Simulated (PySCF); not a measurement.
Gas-phase reaction: 3 InCH3 + 6 H ⇌ 3 InH3 + C3H6 (propylene)

Energies from PySCF (xtb for GFN2), thermal terms from the rigid-rotor harmonic-oscillator model, ideal gas at 1 bar. † marks an energy on the PBE0/def2-TZVP geometry and frequencies; other levels use their own. MP2 and CCSD(T) freeze the core. Open shells (unrestricted): H (multiplicity 2); the rest are closed-shell singlets. GFN2 has no spin-polarisation term. In: scalar-relativistic def2 core potential, no spin-orbit coupling. InCH3, InH3: computed as isolated molecules; such fragments, hydroxides, amides, oligomers or adducts are transient or little studied in the gas. MP2 isn't extrapolated to the basis-set limit. CCSD(T) isn't extrapolated to the basis-set limit.

| level | ΔH°(298 K), kJ |
|---|---|
| CCSD(T)/def2-SVP† | -1135 |
| CCSD(T)/def2-TZVPP† | -1158 |
| GFN2-xTB | -1390 |
| M06-2X/def2-TZVP† | -1117 |
| MP2/def2-SVP† | (withheld) |
| PBE/def2-SVP | -1096 |
| PBE/def2-TZVP† | (withheld) |
| PBE0/def2-SVP† | -1119 |
| LDA/def2-TZVP† | (withheld) |
| ωB97M-V/def2-TZVP† | (withheld) |
| ωB97X-V/def2-TZVP† | -1206 |

Task: What belongs in the gaps?

Result: 
- MP2/def2-SVP†, ΔH°(298 K), kJ: -1075
- PBE/def2-TZVP†, ΔH°(298 K), kJ: -1090
- LDA/def2-TZVP†, ΔH°(298 K), kJ: -1292
- ωB97M-V/def2-TZVP†, ΔH°(298 K), kJ: -1194
